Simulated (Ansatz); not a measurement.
C$_{3}$H$_{9}$HfIO$_{3}$ (`C[O][Hf]([I])([O]C)[O]C`). The species carries charge 0 and has multiplicity 1. Hf, I takes the def2 core potential. The structure was optimised at the PBE0-D4/def2-TZVP level. It is one conformer, not always the lowest.

```xyz
17

C    -0.377   -2.448   -1.853
O    -0.549   -1.514   -0.840
Hf   -0.673   -0.163    0.499
I    -2.852   -0.692    2.117
O    -0.905    1.542   -0.320
C    -0.982    2.771   -0.962
O     0.908   -0.160    1.564
C     2.112   -0.141    2.256
H    -0.466   -1.974   -2.836
H     0.609   -2.918   -1.782
H    -1.139   -3.231   -1.777
H    -0.964    2.642   -2.049
H    -1.912    3.281   -0.690
H    -0.141    3.411   -0.675
H     1.940   -0.337    3.319
H     2.597    0.836    2.159
H     2.793   -0.906    1.869
```

Task: What is the dipole moment at B3LYP/def2-TZVPP? (Estimate.)

Result: The calculation gave: 3.99 D, with components (3.15, 0.76, -2.34) D in this frame, pointing from negative to positive charge.

Task: And with PBE, r2SCAN, ωB97M-V? (Best estimate.)

Result: The calculation gave: PBE 3.95 D, r2SCAN 4.03 D, ωB97M-V 4.07 D.

Task: Give the Mulliken charges with B3LYP, PBE, ωB97M-V in def2-TZVPP. (An estimate is asked.)

Result: Computed: 
```csv
atom,B3LYP,PBE,ωB97M-V
C1,-0.11,-0.13,-0.17
O2,-0.40,-0.30,-0.37
Hf3,0.95,0.74,0.86
I4,-0.33,-0.31,-0.28
O5,-0.39,-0.30,-0.37
C6,-0.11,-0.13,-0.17
O7,-0.40,-0.30,-0.37
C8,-0.11,-0.13,-0.17
H9,0.09,0.09,0.11
H10,0.09,0.09,0.11
H11,0.10,0.10,0.12
H12,0.09,0.09,0.11
H13,0.10,0.10,0.12
H14,0.09,0.09,0.11
H15,0.10,0.10,0.12
H16,0.09,0.09,0.11
H17,0.09,0.09,0.11
```

B3LYP here is the variant with VWN-RPA as its local correlation; programs differ in this.
